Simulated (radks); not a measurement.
The numbers below are computed, except where a source is named.
Task: Valence configurations of La I (all share [Xe]). Code: a radial shooting solver on a logarithmic mesh with Libxc functionals. Model: Dirac Kohn-Sham, PBE, spin-unpolarised, spherical densities, point nucleus; open shells fill j = l - 1/2 first. Order these by energy: 5d1 6s1 6p1; 6s1 6p2; 5d2 6p1; 5d1.5 6s1.5; 4f0.5 5d1 6s1.5; 5d1 6s2; 5d3.

Result: From the lowest, in eV above it: 5d1 6s2 0.000; 5d1.5 6s1.5 0.304; 4f0.5 5d1 6s1.5 0.369; 5d3 1.784; 5d1 6s1 6p1 2.241; 5d2 6p1 2.717; 6s1 6p2 4.825. NIST lists [Xe] 5d1 6s2 as the ground configuration; this level of theory agrees among the configurations tried. The energies are those of spherical spin-averaged densities, not of single terms. No valid solution was reached for [Xe] 4f1 6s2; [Xe] 4f1 5d2; [Xe] 4f1 5d1 6s1.
